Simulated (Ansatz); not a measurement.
**Match the barriers**

Saddle point of AlNH₄SO, closed shell (AlNH₄SO ([NH2][Al]([OH])[SH]) → AlHSO ([OH][Al][S]) + NH₃ (still joined by a long Al–N bond); bonds formed: N2–H4; bonds broken: S3–H4; bonds weakened to dative contacts: Al1–N2), PBE0-D4/def2-TZVP structure:

```xyz
8
angstrom
Al -0.6342 0.1032 -0.1872
N 1.1449 -0.2142 0.3311
S -0.8909 -1.8942 -0.7668
H 0.5783 -1.3773 -0.1463
O -1.3205 1.6358 -0.0387
H 1.4162 -0.2369 1.3066
H 1.9250 0.1379 -0.2105
H -2.2187 1.8458 -0.2881
```

Ansatz 0.2.0; basis: def2-TZVPP, with def2-QZVPP for the basis limit; cores frozen in the correlated methods. B3LYP uses VWN-RPA correlation. Extrapolation: Hartree–Fock as exp(−7.88 √X), correlation as X^−2.97. Four methods, as single points on the PBE0-D4 structures, gave these electronic barriers from the start structure: 0.872, 1.353, 1.433, 1.935 eV.

Q: The methods were, in alphabetical order, B3LYP-D4, CCSD(T), HF, SPW92. Which gave which? (A judgement: the text doesn't fix the answer.)

A: By the calculation: SPW92 0.872; B3LYP-D4 1.353; CCSD(T) 1.433; HF 1.935 eV. For comparison, CCSD(T) at an estimated basis limit (MP2 extrapolated from triple and quadruple zeta, plus CCSD(T) − MP2 in triple zeta) gives 1.416 eV.

The T1 diagnostic stays at or below 0.015.

Labels in which every atom is bracketed show which atoms are joined, not bond orders.

For scale, one of the runs: CCSD(T)/def2-TZVPP, 202 basis functions, launched by `ansatz run in.yaml --threads 4 --pin off --events-out ev --progress --plain --max-ram 9574MiB`. Time: 40 s of wall clock on 4 CPU threads of an Arm Neoverse V1; the host was shared. Peak host memory: 2.4 GiB.
